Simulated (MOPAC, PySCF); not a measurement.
HBF2S, SMILES `FB(F)S` (F–B–S–H torsion 0°), neutral singlet in the gas phase. 

Cartesian coordinates (Å):
```xyz
5

F     -0.8189     1.1952    -0.2095
B     -0.5347    -0.0802     0.0001
F     -1.5384    -0.9340     0.1121
S      1.1596    -0.6915     0.1374
H      1.7324     0.5106    -0.0402
```
Charge 0, multiplicity 1.

All levels are single points at this geometry (B3LYP-D3(BJ)/def2-TZVP); Pople sets use spherical d functions. Orbital energies aren't observables, and empty levels follow the basis.

PM3 in MOPAC gives gap (eV) = 10.17.

Estimate the gap (eV) from each of these levels: B3LYP-D3(BJ)/def2-TZVP in PySCF; B3LYP/3-21G in PySCF; PBE/6-31G* in PySCF; HF/6-31G* in PySCF; PM7 in MOPAC.


```csv
level,gap (eV)
B3LYP-D3(BJ)/def2-TZVP in PySCF,8.02
B3LYP/3-21G in PySCF,8.33
PBE/6-31G* in PySCF,6.47
HF/6-31G* in PySCF,15.70
PM7 in MOPAC,8.62
```
